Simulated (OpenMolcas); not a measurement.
# Levels of Cl+ by method

```
Program             : OpenMolcas 26.06
Basis               : ANO-R2 [5s4p3d1f]
Scalar Hamiltonian  : X2C, finite nucleus
Active space        : 6 electrons in 8 orbitals (3s 3p 4s 4p)
State averaging     : 2S+1 = 3 even, 3 roots; 2S+1 = 1 even, 6 roots; 2S+1 = 3 odd, 1 root; 2S+1 = 1 odd, 5 roots
Spin-orbit coupling : RASSI with atomic mean-field integrals over the reference wave functions, term energies averaged over their components
```

Methods on the same reference wave functions:
A. CASSCF
B. SS-CASPT2, IPEA 0.25 Eh, imaginary shift 0.1 Eh (closed shells correlated: 2s 2p)

Energies in cm-1 above 3s2 3p4 3P2, the measured ground level; measured values from NIST Handbook of Basic Atomic Spectroscopic Data.

| Level | A | B | Measured |
| --- | --- | --- | --- |
| 3s2 3p4 3P2 | 0.0 | 0.0 | 0.0 |
| 3s2 3p4 3P1 | 625 | 627 | 696 |
| 3s2 3p4 3P0 | 898 | 904 | 996 |
| 3s2 3p4 1D2 | 14254 | 12420 | 11654 |
| 3s2 3p4 1S0 | 26010 | 28910 | 27878 |

Deviations, from unrounded energies. A percentage is the sum of absolute deviations over the sum of measured energies, with the sign that they share, or ± where signs differ.

```json
{"Against measurement": "mean absolute deviation (cm-1)", "Levels": "4", "A": "1200", "B": "490"}
{"Against measurement": "fine structure of the ground term (%)", "Levels": "2", "A": "-10.0", "B": "-9.6"}
{"Against measurement": "other terms of the ground configuration (%)", "Levels": "2", "A": "±11.3", "B": "+4.5"}
```

B lies closest to measurement on these levels. The largest miss of B in the table is 3s2 3p4 1S0, by +1000 cm-1. The ranking rests on the paired levels alone, and a cruder setting can come out closer through cancelling errors.

From A to B the spin-free energies of the other terms of 3s2 3p4 shown, above 3P, scale by factors of 0.87 to 1.11.

The lowest spin-free term lies below A's lowest term by 0.313 hartree in B.

CASPT2 breaks the degeneracy within a term, and the mean is taken; among the terms shown or strongly mixed into the levels shown the widest spread is 66 cm-1 (3s2 3p4 1D, B). The run also gave levels led by 3s2 3p3 4s, which use shells meant for correlation; these and all levels above them are left out. Without dynamic correlation excited terms often stand tens of per cent too high (terms of higher spin than the ground term too low), and those without a measured partner can miss by more than the paired ones (holds for A). Computed and measured levels are paired by configuration, term and J; levels that our copy of the source lacks, or whose pairing is in doubt (as where it misses far off the trend of its configuration), stay unpaired and out of the deviations. Only configurations of the active space appear. The table leaves out levels that lie high or whose names do not pair safely across all columns.
